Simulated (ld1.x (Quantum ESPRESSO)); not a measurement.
**An all-electron radial function and its pseudo partner (Tb (Z = 65))**

Columns: radius, all-electron u(r) and pseudo u(r) of the 5p shell (level -27.28 eV) of terbium in the configuration [Kr] 4d10 4f8 5s2 5p6 5d1.5 6s1.5 6p0; LDA (PZ), scalar-relativistic, RRKJ scheme, ld1.x (Quantum ESPRESSO) 7.5.

```
r (bohr)  all-electron   pseudo
   0.185       -0.3123  -0.0401
   0.370        0.3784  -0.1536
   0.555        0.3516  -0.3205
   0.740       -0.1556  -0.5108
   0.925       -0.6006  -0.6892
   1.110       -0.8487  -0.8227
   1.295       -0.9299  -0.8893
   1.480       -0.9045  -0.8839
   1.665       -0.8225  -0.8187
   1.850       -0.7169  -0.7181
   2.035       -0.6076  -0.6079
   2.220       -0.5050  -0.5050
   2.405       -0.4138  -0.4138
   2.590       -0.3356  -0.3356
   2.775       -0.2700  -0.2700
   2.960       -0.2160  -0.2160
   3.145       -0.1719  -0.1719
   3.330       -0.1363  -0.1363
   3.515       -0.1078  -0.1078
   3.700       -0.0850  -0.0850
   3.885       -0.0668  -0.0668
   4.070       -0.0525  -0.0525
   4.255       -0.0411  -0.0411
   4.440       -0.0322  -0.0322
   4.625       -0.0252  -0.0252
   4.810       -0.0196  -0.0196
```

(1) How many radial nodes do the two functions have?

(2) At about which radius was the pseudo-wave matched?

(3) Is the pseudo-wave norm-conserving?

Answers

(1) The all-electron 5p function has n − l − 1 = 3 (the table is too coarse to show those close to the nucleus); the pseudo-wave has 0, since the states of the same l below it are removed with the core.

(2) 2.15 bohr, where the columns begin to agree (steps of 0.18 bohr).

(3) Yes: the RRKJ scheme keeps the norm inside the radius equal to the all-electron one, which fixes the energy derivative of the logarithmic derivative at the level.
